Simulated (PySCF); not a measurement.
## Structure revision by computed shifts

A compound C5H6N2Si gives the data below (simulated from a calculation) and was assigned the structure `N#Cc1cccn1[SiH3]`.

13C{1H} NMR (computed): δ 165.9 (CH), 127.2 (C), 113.0 (C), 84.4 (C), 5.3 (CH3).

1H NMR (300 MHz, computed): δ 8.26 (s, 1H), 5.18 (s, 2H), 2.38 (s, 3H).

[PySCF 2.14.0 with density-fitted response routines: shieldings: GIAO PBE0/pcSseg-1; geometry: GFN2-xTB; no relativistic terms; single conformer; no solvent; rapidly exchanging positions averaged]

Scale: 1H (σ = 31.72 ppm) and 13C (σ = 186.93 ppm) vs TMS (reference shieldings calculated alike).

(1) Compare with the shifts computed for the proposed structure, pairing carbons in order of shift.

(2) Which isomer fits?

Results:

(1) Atoms are numbered as in `[N:1]#[C:2][c:3]1[cH:4][cH:5][cH:6][n:7]1[SiH3:8]`. Hydrogens are named by the atom that carries them.

```tsv
atom	computed for proposal	given list	difference
C6	134.9	165.9	-31.0
C4	133.3	127.2	+6.1
C2	119.7	113.0	+6.7
C5	118.0	84.4	+33.6
C3	112.5	5.3	+107.2
```

The rms difference is 52.3 ppm and the largest +107.2 ppm at C3 (substituted aromatic carbon next to a ring nitrogen). The carbon types in order of shift don't match either: CH, CH, C, CH, C for the proposal against CH, C, C, C, CH3 in the data. The proposal doesn't fit.

(2) SMILES CC#C/C=N\[SiH2]C#N.

Carbon types of the structure: 3 × C, 1 × CH, 1 × CH3, leaving 2 H on heteroatoms. δC 165.9: C=N carbon. δC 127.2: nitrile carbon; C≡N carbons fall here, among the sp2 signals but without a proton. δC 113.0, 84.4: alkyne carbon. δC 5.3: propargylic methyl carbon; saturated and bonded to C and H only.

The data come from this structure; uniqueness wasn't tested.

Shifts are as computed. Against solution values, carbons near 30 ppm lie about +3 ppm off and those near 130 ppm about +5 ppm. Of 1211 compounds with measured shifts, 218 miss one by over three times the rms of a fit or turn the order of signals round; such compounds aren't used in these exercises. Multiplicities follow the n + 1 count of equivalent neighbours, as no J values were calculated; m marks all less simple cases, F and P coupling included.
